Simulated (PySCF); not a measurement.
[Ce(NH3)3]3+ at several levels of theory

Computed with PySCF 2.14.0 (density fitting, no spin-orbit coupling) at the geometry relaxed with PBE0:

```xyz
13
[Ce(NH3)3]3+ (singlet in the valence; each metal's 4f electrons, 1 of them, lie in its core potential, out of spins and levels)
Ce    0.0000    0.0000    0.7514
N     2.4220   -0.0008    0.0059
H     3.1048   -0.2563    0.7427
H     2.6658   -0.6504   -0.7630
H     2.7879    0.9056   -0.3364
N    -1.2103    2.0979    0.0059
H    -1.3304    2.8170    0.7427
H    -0.7696    2.6339   -0.7630
H    -2.1782    1.9616   -0.3364
N    -1.2117   -2.0971    0.0059
H    -1.7744   -2.5607    0.7427
H    -1.8962   -1.9834   -0.7630
H    -0.6097   -2.8672   -0.3364
```

```json
{"level": "PBE0", "basis": "Ce lcecp-1-SVP with ECP47, N def2-SVP, H def2-SVP", "state": "singlet", "HOMO (eV)": "-23.97", "gap (eV)": "7.90", "charge on Ce1 (e)": "1.93", "population of f-type functions on Ce1 (polarisation alone where 4f lies in the core)": "0.03", "dipole about the centre of mass (D)": "2.06", "largest force component (eV/Å)": "0.00"}
{"level": "TPSS", "basis": "the same", "state": "singlet", "HOMO (eV)": "-22.56", "gap (eV)": "5.84", "charge on Ce1 (e)": "1.87", "population of f-type functions on Ce1 (polarisation alone where 4f lies in the core)": "0.03", "dipole about the centre of mass (D)": "2.15", "largest force component (eV/Å)": "0.26"}
```

In the lcecp rows the 4f levels are missing from HOMO and gap, and the state counts the valence alone.

Charges are Mulliken's, which hang on the basis. The relaxation used the grid (50, 194), these runs (75, 302) or, all-electron (x2c bases, spin-free X2C Hamiltonian), (99, 590).

What does B3LYP with Ce lcecp-1-SVP with ECP47, N def2-SVP, H def2-SVP give here?

state singlet, HOMO (eV) -23.67, gap (eV) 7.27, charge on Ce1 (e) 1.90, population of f-type functions on Ce1 (polarisation alone where 4f lies in the core) 0.03, dipole about the centre of mass (D) 2.07, largest force component (eV/Å) 0.15. Time: 24 s on 2 threads of Intel(R) Xeon(R) Processor @ 2.50GHz (Skylake/Cascade Lake), on a shared host, from an already converged density.

In the first row's basis the gap widens with exact exchange: 5.8 eV for TPSS (none); 7.3 to 7.9 eV for B3LYP, PBE0 (a fixed share).

No frequency check is given that shows the relaxed geometry to be a minimum, and it was reached by following one of several unstable modes of a saddle point. An lcecp potential fixes the number of 4f electrons, so in runs with it no electron can move into or out of that shell.
